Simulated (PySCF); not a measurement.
A PySCF script (with the pyscf-properties extension) for the NMR shieldings of SMILES CCCCS[Si](Cl)(Cl)Cl, C$_{4}$H$_{9}$Cl$_{3}$SSi, on a GFN2-xTB geometry:

```python
import basis_set_exchange as bse
import numpy as np
from pyscf import gto, dft
from pyscf.prop import nmr

atoms = """
C    -2.341887   -0.082141    1.023151
C    -1.428228    0.460369   -0.067915
C    -0.444193   -0.601157   -0.552456
C     0.553569   -0.062176   -1.562479
S     1.602294    1.300839   -0.915087
Si    2.781184    0.329834    0.596359
Cl    4.433529    1.444945    0.873330
Cl    1.799057    0.178073    2.361567
Cl    3.283046   -1.537979   -0.007398
H    -3.048770    0.679430    1.342031
H    -1.758622   -0.391839    1.887520
H    -2.902577   -0.941455    0.661553
H    -0.871054    1.316201    0.317745
H    -2.026576    0.807970   -0.912809
H     0.088593   -1.019785    0.303948
H    -0.992737   -1.417244   -1.030693
H     1.223436   -0.843671   -1.917416
H     0.041174    0.386105   -2.412609
"""
names = dict.fromkeys(["C", "S", "Si", "Cl", "H"], "pcSseg-1")
basis = {el: gto.basis.parse(bse.get_basis(n, elements=[el], fmt="nwchem")) for el, n in names.items()}
mol = gto.M(atom=atoms, basis=basis, charge=0, verbose=0)
mf = dft.RKS(mol, xc="PBE0")
mf.grids.level = 2
mf.grids.alignment = dft.numint.BLKSIZE   # the property module wants whole blocks of grid points
mf.conv_tol = 1e-9
mf.kernel()

calc = nmr.RKS(mf)   # GIAO
C = mf.mo_coeff
Co = C[:, mf.mo_occ > 0]
resp = mf.gen_response(singlet=True, hermi=2)
def vind(x):   # induced exchange potential for any number of trial vectors
    d = np.einsum("pi,xij,qj->xpq", C, 2 * x.reshape(-1, C.shape[1], Co.shape[1]), Co, optimize=True)
    return np.einsum("xpq,pi,qj->xij", resp(d - d.transpose(0, 2, 1)), C, Co, optimize=True).ravel()
mo1, _ = nmr.rhf.solve_mo1(calc, with_cphf=vind)
sigma = calc.kernel(mo1)
for i, s in enumerate(sigma):   # ppm
    w = np.linalg.eigvalsh((s + s.T) / 2)
    print("%2d %-2s iso %8.1f  s11 %8.1f  s22 %8.1f  s33 %8.1f" % (i, mol.atom_pure_symbol(i), w.mean(), *w))
```

Task: What does it print?

Result: 
```
 0 C  iso    170.9  s11    159.6  s22    165.2  s33    187.9
 1 C  iso    162.8  s11    148.9  s22    167.1  s33    172.5
 2 C  iso    149.8  s11    139.0  s22    147.3  s33    163.0
 3 C  iso    147.1  s11    126.6  s22    150.1  s33    164.7
 4 S  iso    517.4  s11    387.3  s22    474.6  s33    690.3
 5 Si iso    320.0  s11    296.3  s22    318.9  s33    344.8
 6 Cl iso    789.9  s11    680.4  s22    736.3  s33    953.1
 7 Cl iso    738.3  s11    631.7  s22    660.6  s33    922.5
 8 Cl iso    797.8  s11    655.4  s22    783.2  s33    954.8
 9 H  iso     30.4  s11     25.7  s22     27.2  s33     38.4
10 H  iso     30.8  s11     25.4  s22     31.2  s33     35.7
11 H  iso     30.8  s11     26.3  s22     28.4  s33     37.6
12 H  iso     29.4  s11     24.3  s22     29.9  s33     34.2
13 H  iso     30.7  s11     25.2  s22     29.8  s33     37.0
14 H  iso     30.4  s11     25.7  s22     30.6  s33     34.9
15 H  iso     30.1  s11     24.9  s22     28.9  s33     36.4
16 H  iso     28.3  s11     23.1  s22     28.3  s33     33.6
17 H  iso     29.1  s11     23.2  s22     27.4  s33     36.9
```

These numbers come from an equivalent density-fitted implementation of the same equations, which agrees with the script to about 0.01 ppm for H and up to a few tenths of a ppm for heavy atoms, so last digits may differ.

Task: Turn these shieldings into chemical shifts. References, each an isolated molecule treated in the same way: 13C (σref 186.93) and 29Si (σref 349.16) and 1H (σref 31.72) against TMS; 33S (σref 503.73) vs CS2; HCl for 35Cl (σref 949.78).

Result: Averaging equivalent atoms: C 3: 39.8; C 2: 37.1; C 1: 24.1; C 0: 16.0; S 4: -14; Si 5: 29.1; Cl 6/7/8: 174; H 16/17: 2.97; H 12/13: 1.66; H 14/15: 1.48; H 9/10/11: 1.06 ppm. 

Size and cost of the density-fitted run: 233 basis functions, 54 s wall time on 1 thread of an Arm Neoverse V1, shared host.
